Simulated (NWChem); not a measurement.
System: CH₅ClOSi; SMILES C[SiH](O)Cl

```xyz
9

Si    -0.0989    -0.5544     0.4050
C      1.4130    -1.3994    -0.2797
O     -1.4283    -1.2669    -0.3204
Cl    -0.0251     1.4857    -0.0644
H     -0.1899    -0.6204     1.9031
H      1.3991    -2.4803    -0.0326
H      2.3342    -0.9515     0.1426
H      1.4437    -1.2910    -1.3822
H     -2.2932    -0.9078    -0.0556
```
Atoms are numbered in this order, from 1.

Results from NWChem. All runs use the structure optimised with PBE-D3(BJ)/def2-SVP. Level: PBE0/def2-SVP with SMD (1 M gas to 1 M solution), gas-phase geometry. Reactions with the solvent are ignored.

Q: Predict the results for solvent water. Quantities: solvation free energy (kcal/mol); cavity-dispersion-structure term (kcal/mol); dipole in solution (D).

A: 
```yaml
solvation free energy (kcal/mol): -3.7
cavity-dispersion-structure term (kcal/mol): 3.0
dipole in solution (D): 1.58
```
